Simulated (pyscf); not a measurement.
A first-order saddle from PySCF, ωB97X-D3(BJ)/def2-SVP:

```xyz
8

Cl     2.2187    -0.9256    -0.6778
Si     0.8165    -0.0400     0.5581
Si    -0.6515     1.0087    -1.0257
Cl    -2.5511     1.2405    -0.1899
H      0.2046     1.5224     0.4028
H      1.6624     0.4799     1.6679
H     -0.2193    -0.9440     1.1104
H     -0.2595     2.3811    -1.4891
```

Surface: singlet, charge 0. Lowest wavenumbers (cm⁻¹): 367i, 61, 102, 170, 456.

### Question
What reaction is this the transition state of?

### Answer
Cl–SiH₂–SiH₂–Cl (SMILES Cl[SiH2][SiH2]Cl) ⇌ H₃Si–Cl (SMILES [SiH3]Cl) + :HSi–Cl (SMILES [SiH]Cl) [singlet], a 1,1-elimination read from left to right: Si–Si, H–Si broken and H–Si formed. At CCSD(T)/def2-TZVPP + ΔMP2(QZVPP) it lies +47.2 kcal/mol from the left side and +2.2 kcal/mol from the right (each side as separated species at their lowest minima found). On the product side the descent ends in a bound adduct (not fully relaxed), 8.2 kcal/mol under the separated species and 5.3 kcal/mol under the saddle at ωB97X-D3(BJ)/def2-TZVP. At ωB97X-D3(BJ)/def2-TZVP the barrier from the zero used here is 49.3 kcal/mol. This is the saddle that the search found; another between the same sides may lie lower. The CCSD(T) − MP2 part came from Ansatz, without density fitting, on the same reference.
